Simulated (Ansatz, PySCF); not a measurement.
Pair of molecules: CH4 (SMILES C) (first 5 atoms) with ClH3Si (SMILES [SiH3]Cl); geometry from B3LYP-D3(BJ)/def2-TZVP.
(charge 0, multiplicity 1):
```xyz
10

C      0.0018    -0.0905     0.2082
H      0.3848    -0.0369    -0.8099
H     -0.3341    -1.1057     0.4154
H      0.7904     0.1814     0.9080
H     -0.8348     0.5988     0.3161
Si    -0.9130    -0.0116     3.9007
Cl     1.1043     0.4224     4.0245
H     -1.5732     1.0473     3.1144
H     -1.4600    -0.0530     5.2710
H     -1.0716    -1.3221     3.2429
```

Basis-set superposition error: the interaction energy with monomers in their own basis, and in the dimer's basis (counterpoise).

The values were computed with Ansatz (an electronic-structure program) with Gaussian orbitals; PySCF for 6-31G* rows. Values without a source in brackets are computed.

```
level                 uncorrected (kJ/mol)  counterpoise (kJ/mol)  difference
--------------------  --------------------  ---------------------  ----------
HF/6-31G*                              2.4                    3.1         0.8
HF/aug-cc-pV(D+d)Z                     1.6                    3.3         1.6
SVWN5/def2-TZVPPD                     -8.0                   -7.6         0.4
PBE/def2-TZVPPD                       -1.0                   -0.7         0.3
B97M-V/def2-TZVPPD                    -4.4                   -4.1         0.3
PBE0/def2-TZVPPD                      -0.9                   -0.6         0.3
wB97X-V/def2-TZVPPD                   -4.7                   -4.4         0.3
B2PLYP/def2-TZVPPD                    -0.8                   -0.1         0.7
MP2/6-31G*                            -2.2                    0.4         2.6
CCSD/aug-cc-pV(D+d)Z                  -6.4                   -2.3         4.0
```

The error is largest for CCSD/aug-cc-pV(D+d)Z (4.0 kJ/mol) and smallest for wB97X-V/def2-TZVPPD (0.3 kJ/mol).
